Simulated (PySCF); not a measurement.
Compound: C₃H₂N₄.
SMILES: `N#Cc1c[nH]nn1`

The calculation used TDDFT B3LYP/def2-SVPD, vertical, gas phase, core orbitals frozen in the response (PySCF 2.14.0, density-fitted response routines). Isolated species at its PBE0-D3(BJ)/def2-SVP geometry, gas phase.

Broadening: Gaussians 0.4 eV wide at half height, area fixed by f = 4.319×10⁻⁹ ∫ε dν̃. The width is an assumption, not a result. The curve ends short of the highest state used, and states not computed would add to its high-energy end.

```tsv
E (eV)	ε (L mol⁻¹ cm⁻¹)
4.97	0
5.00	0
5.04	1
5.07	1
5.10	2
5.14	4
5.17	7
5.20	10
5.24	17
5.27	24
5.30	33
5.34	48
5.37	63
5.40	80
5.44	107
5.47	131
5.50	158
5.54	201
5.57	238
5.60	280
5.64	345
5.67	402
5.71	490
5.74	569
5.77	665
5.81	835
5.84	1013
5.87	1257
5.91	1726
5.94	2224
5.97	2875
6.01	4018
6.04	5091
6.07	6334
6.11	8196
6.14	9666
6.17	11110
6.21	12831
6.24	13847
6.27	14536
6.31	14853
6.34	14612
6.37	13978
6.41	12612
6.44	11300
6.47	9842
6.51	7836
6.54	6390
6.58	4659
6.61	3557
6.64	2642
6.68	1707
6.71	1197
6.74	828
6.78	508
6.81	368
```

(1) Locate the maxima and give the states behind the curve.

(2) Coming from long wavelengths, where does ε first pass 100 L mol⁻¹ cm⁻¹?

(3) On this curve, what absorbance would a 10⁻³ mol/L sample give at 193 nm over a 1 cm path?

## Answers

(1) 197 nm (6.31 eV), ε about 15000, made up of S3 (53%) and S4 (47%) (ε in L mol⁻¹ cm⁻¹; maxima over ε = 5, shares over 10%). The states used: S1 5.57 eV (f 0.0016); S2 5.86 eV (f 0.0078); S3 6.26 eV (f 0.122); S4 6.36 eV (f 0.109); S5 6.67 eV (f 0.0000); S6 6.93 eV (f 0.0001); S7 7.00 eV (f 0.0008); S8 7.15 eV (f 0.0058); S9 7.40 eV (f 0.0003); S10 7.41 eV (f 0.045).

(2) At about 228 nm (5.43 eV), 0.14 eV below S1.

(3) 193 nm is 6.424 eV, where ε is about 12000 L mol⁻¹ cm⁻¹, so A = ε c l ≈ 12 (Beer–Lambert, with the gas-phase spectrum and the assumed width).

The vertical ionisation energy (ΔSCF) is 10.46 eV, 3.05 eV above S10.

The run took 77 s wall on one thread of an Arm Neoverse V2, shared host with 96 logical CPUs at a one-minute load of 75, and the process peaked at 0.71 GiB of memory.
